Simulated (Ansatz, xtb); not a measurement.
# Two isomers of CH10AlNSi2

We compare a, `C[SiH2][N]([AlH2])[SiH3]`, a singlet, with b, `[CH3][AlH][N]([SiH3])[SiH3]`, a singlet. Both are isolated molecules in the gas phase, relaxed with PBE0-D3(BJ)/def2-SVP; the shapes shown needn't be the lowest conformers.

a (Å):

```tsv
atom	x (Å)	y (Å)	z (Å)
C	-2.4186	2.1650	-2.4470
Al	-1.7729	-0.0201	1.0133
N	-0.8891	0.4784	-0.4760
Si	-1.6899	0.4860	-2.0473
Si	0.7915	0.9779	-0.4375
H	-3.1920	2.4382	-1.7122
H	-1.6386	2.9419	-2.4310
H	-2.8813	2.1639	-3.4466
H	-0.6769	0.1193	-3.0897
H	-2.7682	-0.5506	-2.0459
H	-3.3054	-0.3993	0.8615
H	-0.9871	-0.0417	2.3897
H	1.2153	1.1780	0.9810
H	0.9755	2.2653	-1.1815
H	1.6892	-0.0381	-1.0708
```

b (Å):

```json
{"atom": "C", "x (Å)": "-1.2214", "y (Å)": "0.2953", "z (Å)": "1.9077"}
{"atom": "Al", "x (Å)": "0.3285", "y (Å)": "-0.2324", "z (Å)": "0.8464"}
{"atom": "N", "x (Å)": "0.4021", "y (Å)": "0.3134", "z (Å)": "-0.8792"}
{"atom": "Si", "x (Å)": "1.7515", "y (Å)": "-0.0668", "z (Å)": "-1.9306"}
{"atom": "Si", "x (Å)": "-0.9082", "y (Å)": "1.2720", "z (Å)": "-1.5442"}
{"atom": "H", "x (Å)": "-1.6220", "y (Å)": "1.2819", "z (Å)": "1.6226"}
{"atom": "H", "x (Å)": "-0.9863", "y (Å)": "0.3230", "z (Å)": "2.9838"}
{"atom": "H", "x (Å)": "-2.0433", "y (Å)": "-0.4306", "z (Å)": "1.7782"}
{"atom": "H", "x (Å)": "1.5251", "y (Å)": "-1.1241", "z (Å)": "1.3840"}
{"atom": "H", "x (Å)": "1.3194", "y (Å)": "-0.8867", "z (Å)": "-3.1061"}
{"atom": "H", "x (Å)": "2.3957", "y (Å)": "1.1756", "z (Å)": "-2.4632"}
{"atom": "H", "x (Å)": "2.7668", "y (Å)": "-0.8379", "z (Å)": "-1.1523"}
{"atom": "H", "x (Å)": "-0.9517", "y (Å)": "2.6487", "z (Å)": "-0.9580"}
{"atom": "H", "x (Å)": "-2.2343", "y (Å)": "0.6289", "z (Å)": "-1.2875"}
{"atom": "H", "x (Å)": "-0.7168", "y (Å)": "1.3980", "z (Å)": "-3.0229"}
```

Problem. Estimate which is lower in electronic energy at CCSD(T)/def2-SVP + ΔMP2/def2-TZVPP, and by roughly how much.

Solution. Too close to call at this level: CCSD(T)/def2-SVP + ΔMP2/def2-TZVPP gives E(b) − E(a) = +0.38 kcal/mol.

Level by level:

```
                             level              geometry  E(b) − E(a) (kcal/mol)  departure from the last row (kcal/mol)  job, with rough time for the two
              PBE0-D3(BJ)/def2-SVP  PBE0-D3(BJ)/def2-SVP                     +0.43                                   +0.05             optimisation, 2.9 min
                       HF/def2-SVP  PBE0-D3(BJ)/def2-SVP                     +0.61                                   +0.23           part of the CCSD(T) run
                      MP2/def2-SVP  PBE0-D3(BJ)/def2-SVP                     +0.31                                   −0.08           part of the CCSD(T) run
                  CCSD(T)/def2-SVP  PBE0-D3(BJ)/def2-SVP                     +0.25                                   −0.14                      single point
CCSD(T)/def2-SVP + ΔMP2/def2-TZVPP  PBE0-D3(BJ)/def2-SVP                     +0.38                                                        single point, 34 s
```

As drawn, b has 1 C–Al, 1 Si–H in place of 1 C–Si, 1 Al–H.

The largest departure from CCSD(T)/def2-SVP + ΔMP2/def2-TZVPP is that of HF/def2-SVP, 0.23 kcal/mol. Levels run at GFN2-xTB geometries aren't shown. The last row adds to CCSD(T) the change of the MP2 difference between the two basis sets, here +0.14 kcal/mol.

With thermal terms from frequencies at re-optimised GFN2-xTB minima (ideal gas, soft modes damped towards free rotors, one conformer each, 298.15 K, 1 atm): on the last row, ΔE + ΔZPE = −0.45, ΔH = −0.19, ΔG = −0.97 kcal/mol.

The correlated steps freeze 17 core orbitals. Run with Ansatz 0.2.0, xtb 6.7.1; the last row on 4 threads of Arm Neoverse V1 on a shared host.
